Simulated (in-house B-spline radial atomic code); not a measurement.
Solving the quasi-particle equation for 3p of Ca2+

Configuration [Ne] 3s2 3p6, start PBE0; correlation leaves out the 3 deepest shells, empty levels kept to 1800 hartree. Computed with an all-electron radial atomic-structure program (B-spline basis): all electrons, scalar-relativistic (spin-free one-electron X2C), finite nucleus, each spin shell either full or empty, empty states to l = 9 with an (l + 1/2)⁻⁴ tail; G0W0 by contour deformation at full frequency.

At the mean-field level ε = -45.371 eV the matrix elements are Σx = -31.724 eV, v_xc = -26.17 eV and Σc(ε) = -0.329 eV, and the slope of the correlation self-energy is dΣc/dω = -0.0610. The quasi-particle energy solves E = ε + Σx − v_xc + Σc(E).

Q: What does the linearised equation give?

A: Z = 1/(1 − dΣc/dω) = 1/1.0610 = 0.9425. The first-order shift is Σx − v_xc + Σc(ε) = -31.724 − (-26.17) + (-0.329) = -5.883 eV, so E ≈ ε + Z × shift = -45.371 + 0.9425 × (-5.883) = -50.916 eV.

Q: How does that compare with the full solution and with static screening?

A: Solving the equation at full frequency dependence gives E = -50.900 eV, where Σc = 0.025 eV and the weight is 0.937; the linearised value is off by 15 meV. Leaving Z out would give -51.254 eV. Static COHSEX puts -3.086 eV in place of Σc and gives -54.011 eV, 3.11 eV deeper. The tabulated removal energy is 50.913 eV (NIST, measured); the run leaves out spin-orbit coupling, Breit and QED terms.
